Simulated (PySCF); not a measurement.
Species: C₃H₃BF₂.
SMILES: `FB(F)C#CC`

The closed-shell ground state was solved at several levels (PySCF, density fitting, gas phase, non-relativistic). Isolated species at its PBE0-D3(BJ)/def2-SVP geometry, gas phase.

```csv
level,basis functions,total energy (Eh),HOMO (eV),LUMO (eV),gap (eV),dipole (D)
B97-2/pcSseg-2,258,-340.7661,-7.92,-1.16,6.76,3.26
B3LYP/pcJ-1,192,-340.7561,-7.94,-1.35,6.59,3.25
PBE0/pcSseg-1,117,-340.3398,-8.20,-1.14,7.06,3.28
```

Task: What might B3LYP/def2-SVPD (150 basis functions) give for the same quantities?

Result: Total energy -340.5058 Eh, HOMO -7.99 eV, LUMO -1.42 eV, gap 6.57 eV, dipole 3.29 D.

Task: Over all these levels, which gives the widest orbital gap and which the narrowest?

Result: PBE0/pcSseg-1 (global hybrid, 25 % exact exchange) has the widest, 7.06 eV, and B3LYP/def2-SVPD (global hybrid, 20 % exact exchange) the narrowest, 6.57 eV. Functional and basis both differ between the two, so the spread mixes both effects.

Task: How far do the dipole and the HOMO energy spread over the levels?

Result: The dipole runs from 3.25 to 3.29 D (mean 3.27 D) and the HOMO from -8.20 to -7.92 eV.
